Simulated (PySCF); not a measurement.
**How methods differ on the ionisation energy of Sm⁴²⁺**

Sm⁴²⁺ [Ar] 3d2 [3d3/2^2, M_J = 2] → Sm⁴³⁺ [Ar] 3d1 [3d3/2^1, M_J = 3/2], as a difference of total energies. All numbers are calculated (PySCF 2.14, the two-component X2C-1e Hamiltonian, in an even-tempered Gaussian basis (16 s from 9.4 bohr⁻², ratio 2.8; 12 p from 12 bohr⁻², ratio 2.8; 8 d from 12 bohr⁻², ratio 2.8; 3 f from 38 bohr⁻², ratio 3)). Correlated levels: [Ne] frozen; the 74 highest virtual spinors dropped. "Screened" scales the spin-orbit matrix elements by Boettger's factors to mimic the two-electron term; Breit and QED terms are absent.

```
                    method  ionisation energy (eV)
           GHF (spin-free)                  3238.7
          GMP2 (spin-free)                  3238.3
 GHF (screened spin-orbit)                  3254.7
GMP2 (screened spin-orbit)                  3254.4
```

Breit and QED terms and the two-electron picture change are absent.

The spin-free rows relax to the high-spin LS determinant and lack the spin-orbit shift.

The labels give the starting determinants; with spin-orbit coupling the two ends relaxed to ⟨J²⟩ = 6.03, ⟨L²⟩ = 10.29, ⟨S²⟩ = 1.54 and ⟨J²⟩ = 3.75, ⟨L²⟩ = 6.03, ⟨S²⟩ = 0.78.

For comparison: 3253 ± 4 eV (theoretical estimate listed by NIST; NIST Atomic Spectra Database, ionization energies).
